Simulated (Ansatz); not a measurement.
Geometry optimisation, Ansatz 0.2.0, RKS BLYP/def2-SVP.

Input file:

```yaml
crystal:
  periodic: [false, false, false]
  atoms:
    - { symbol: "N", position_ang: [-1.916, 0.0774, 0.4861] }
    - { symbol: Ge, position_ang: [-0.3003, -0.5106, 1.0183] }
    - { symbol: B, position_ang: [1.0299, -0.1499, -0.4437] }
    - { symbol: O, position_ang: [2.3013, 0.6937, -0.1524] }
    - { symbol: O, position_ang: [0.8832, -0.7379, -1.7753] }
    - { symbol: H, position_ang: [-1.8462, 1.1525, 0.2543] }
    - { symbol: H, position_ang: [-2.1602, -0.354, -0.4231] }
    - { symbol: H, position_ang: [-2.26353, -0.47732, 1.29425] }
    - { symbol: H, position_ang: [0.1362, 0.2381, 2.3602] }
    - { symbol: H, position_ang: [1.9363, 1.6044, -0.3457] }
    - { symbol: H, position_ang: [0.3441, -0.055, -2.2335] }
basis:
  gaussian: { orbitals: def2-SVP }
hamiltonian:
  xc: blyp
relax:
  f_tol: 0.02
  max_steps: 50
```

Launched with:

```bash
$ ansatz run input.yaml --threads 2 --pin off --max-ram 3072MiB --backend cpu --events-out ev --progress --plain --runs-dir out
```

Task: Where does it end, and by what steps?

Result: It converged. After 19 steps the energy has fallen by 4.074 eV; H10 moved furthest, 1.52 Å.

```tsv
step	energy less start (eV)	largest force component (eV/Å)	accepted
0	0.0000	5.914	yes
1	-1.7103	2.711	yes
2	-2.5808	1.855	yes
3	-2.9425	1.983	yes
4	-3.3857	2.004	yes
5	-3.7084	1.055	yes
6	-3.9330	0.699	yes
7	-3.9680	0.540	yes
8	-4.0068	0.403	yes
9	-4.0312	0.354	yes
10	-4.0494	0.358	yes
11	-4.0603	0.135	yes
12	-4.0662	0.155	yes
13	-4.0685	0.163	yes
14	-4.0717	0.152	yes
15	-4.0722	0.100	yes
16	-4.0731	0.069	yes
17	-4.0739	0.025	yes
18	-4.0741	0.034	yes
19	-4.0742	0.018	yes
```

```xyz
11
Properties=species:S:1:pos:R:3
N -1.892 -0.197 0.520
Ge 0.070 -0.224 1.574
B 0.937 0.125 -0.387
O 2.255 0.373 -0.723
O 0.067 0.011 -1.471
H -2.464 0.617 0.781
H -1.646 -0.134 -0.486
H -2.446 -1.048 0.684
H -0.096 1.372 1.820
H 2.833 0.444 0.058
H 0.527 0.142 -2.329
```

Run time: 91 s on 2 threads of Arm Neoverse N1 (shared host), peak memory 0.16 GiB.
